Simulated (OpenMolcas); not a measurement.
**neutral zinc: CASPT2 settings compared**

```yaml
Program: OpenMolcas
Basis: ANO-RCC-VDZP [5s4p2d1f]
Scalar_Hamiltonian: DKH2, point nucleus
Active_space: 2 electrons in 4 orbitals (4s 4p)
State_averaging: 2S+1 = 3 even, 3 roots (0 in the spin-orbit step); 2S+1 = 1 even, 1 root kept (CI in the orbitals of an earlier block); 2S+1 = 3 odd, 3 roots
Spin-orbit_coupling: state interaction with AMFI integrals over the reference wave functions, term energies averaged over their components
```

Methods on the same reference wave functions:
A. CASSCF
B. SS-CASPT2, IPEA 0 Eh, no level shift (closed shells correlated: 3d)
C. SS-CASPT2, IPEA 0.75 Eh, imaginary shift 0.05 Eh (closed shells correlated: 3s 3p 3d)
D. SS-CASPT2, IPEA 0.75 Eh, real shift 0.1 Eh (closed shells correlated: 3s 3p 3d)

Energies in cm-1 above 4s2 1S0, the measured ground level; measured values from NIST Handbook of Basic Atomic Spectroscopic Data.

| Level | A | B | C | D | Measured |
| --- | --- | --- | --- | --- | --- |
| 4s2 1S0 | 0.0 | 0.0 | 0.0 | 0.0 | 0.0 |
| 4s 4p 3P* 0 | 27123 | 30904 | 30880 | 30874 | 32311 |
| 4s 4p 3P* 1 | 27280 | 31061 | 31037 | 31031 | 32501 |
| 4s 4p 3P* 2 | 27594 | 31374 | 31351 | 31344 | 32890 |

Deviations, from unrounded energies. A percentage is the sum of absolute deviations over the sum of measured energies, with the sign that they share, or ± where signs differ.

```
           Against measurement  Levels      A     B     C     D
mean absolute deviation (cm-1)       3   5200  1500  1500  1500
      other configurations (%)       3  -16.1  -4.5  -4.5  -4.6
```

B, C, D lie about equally close to measurement and A furthest from it. The largest miss of B in the table is 4s 4p 3P* 2, by -1500 cm-1. The ranking rests on the paired levels alone, and a cruder setting can come out closer through cancelling errors.

Among B to D the level of the table that moves most is 4s 4p 3P* 2, by 30 cm-1 (lowest in D, highest in B).

The lowest spin-free term lies below A's lowest term by 0.414 hartree in B, 0.543 hartree in C, 0.543 hartree in D.

Some high roots are left out of the spin-orbit mixing, which shifts the levels that they would mix with. Terms from blocks run as CI alone lack orbitals of their own. Without dynamic correlation excited terms often stand tens of per cent too high (terms of higher spin than the ground term too low), and those without a measured partner can miss by more than the paired ones (holds for A). Computed and measured levels are paired by configuration, term and J; levels that our copy of the source lacks, or whose pairing is in doubt (as where it misses far off the trend of its configuration), stay unpaired and out of the deviations. Levels of configurations outside the active space are missing.

* marks odd parity.
